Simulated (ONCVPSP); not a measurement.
Varying the ONCV potential for B (Z = 5)

Base potential:

| Item | Value |
| --- | --- |
| Element | B |
| Generator | ONCVPSP 4.0.1 |
| Type | optimised norm-conserving Vanderbilt (ONCV) |
| Functional | PBE |
| Relativity | scalar-relativistic |
| Frozen core | [He] |
| Valence charge | 3 |
| Reference configuration | 2s2 2p1 |
| Partial waves | 2s: rc 1.25 bohr, ncon 4, nbas 9, qcut 5.5 1/bohr, 2 projectors, debl 1.5 Ha; 2p: rc 2.65 bohr, ncon 3, nbas 7, qcut 6.1 1/bohr, 3 projectors, debl 0.5 Ha |
| Local potential | polynomial inside 1.10 bohr (lpopt 1, dvloc0 -1 Ha) |
| Core correction | none |

Cutoffs, loose and tight: the cutoffs (Ha) at which the residual kinetic energy of the hardest occupied pseudo-wave falls to 1 and 0.1 mHa per electron. They do not see the model core or the augmentation charge, which bear on the density cutoff. Test errors are all-electron minus pseudo excitation energies from the reference, over the configurations 2s2 2p0; 2s1 2p0; 2s2 2p0.5; 2s0 2p3. A dash means not determined; rows that change the core or the reference have their own tests.

```tsv
change	outcome	cutoff, loose	cutoff, tight	bound ghosts	GHOST(+) flags above zero	largest test error (meV)
base	generated	12 Ha	17 Ha	none	none	+161
local potential polynomial inside 1.15 bohr (lpopt 5, dvloc0 1 Ha)	generated	12 Ha	17 Ha	none	none	+161
s: rc 1.42	generated	11 Ha	15 Ha	none	none	+160
core correction polynomial model core, fcfact 0.45	generated	12 Ha	17 Ha	none	none	+141
p: qcut 8	generated	12 Ha	17 Ha	none	none	+141
local potential polynomial inside 1.10 bohr (lpopt 1, dvloc0 -2 Ha)	generated	12 Ha	17 Ha	none	none	+161
s: qcut 6; p: qcut 6.7	generated	12 Ha	16 Ha	none	none	+152
```

(1) What comes out with this change to the base: all radii scaled by about 1.12 (s 1.40, p 2.96 bohr); local potential polynomial inside 1.22 bohr (lpopt 1, dvloc0 -1 Ha)?

(2) What comes out with this change to the base: reference 2s2 2p0.5?

Answers

(1) outcome: generated; cutoff, loose: 11 Ha; cutoff, tight: 15 Ha; bound ghosts: none; GHOST(+) flags above zero: none; largest test error (meV): +199.

(2) outcome: generated; cutoff, loose: 12 Ha; cutoff, tight: 17 Ha; bound ghosts: none; GHOST(+) flags above zero: none; largest test error (meV): +104.
